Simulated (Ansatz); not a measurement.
Stepwise reaction of `N[SiH2][SiH](N)Cl` with hydrogen chloride, as a gas-phase model of exchange steps in deposition or etching. ΔE in kJ/mol.

Isolated molecules relaxed with PBE0-D4/def2-TZVP in Ansatz; ΔE leaves out vibrations. CBS: MP2 limit from def2 TZ/QZ plus the TZ coupled-cluster correction, frozen cores. This one scheme is used for every species. DFT in def2-TZVPP. B3LYP here is the variant with VWN-RPA as its local correlation; programs differ in this. Each species was taken in one conformer, which may not be the lowest.

```csv
step,reaction,PBE-D4,B3LYP-D4,ωB97M-V,CCSD(T)/CBS
1,`N[SiH2][SiH](N)Cl` + HCl → `N[Si@@H](Cl)[Si@@H](N)Cl` + H₂,-101.9,-101.1,-101.0,-100.0
2,`N[Si@@H](Cl)[Si@@H](N)Cl` + HCl → `N[SiH](Cl)[Si](N)(Cl)Cl` + H₂,-84.1,-83.9,-84.2,-82.6
3,`N[SiH](Cl)[Si](N)(Cl)Cl` + HCl → `N[Si](Cl)(Cl)[Si](N)(Cl)Cl` + H₂,-78.1,-77.6,-77.8,-76.7
```

Question: By hand: ΔE of the 3 steps together at CCSD(T)/CBS.

Answer: (-100.0) + (-82.6) + (-76.7) = -259.3 kJ/mol, or -86.4 kJ/mol a step.

In ΔE each step is higher than the one before. All are downhill at CCSD(T)/CBS. PBE-D4 differs from CCSD(T)/CBS by -1.9 to -1.4 kJ/mol a step. Isolated molecules leave out the surface, adducts and barriers. Largest T1 diagnostic: 0.011.
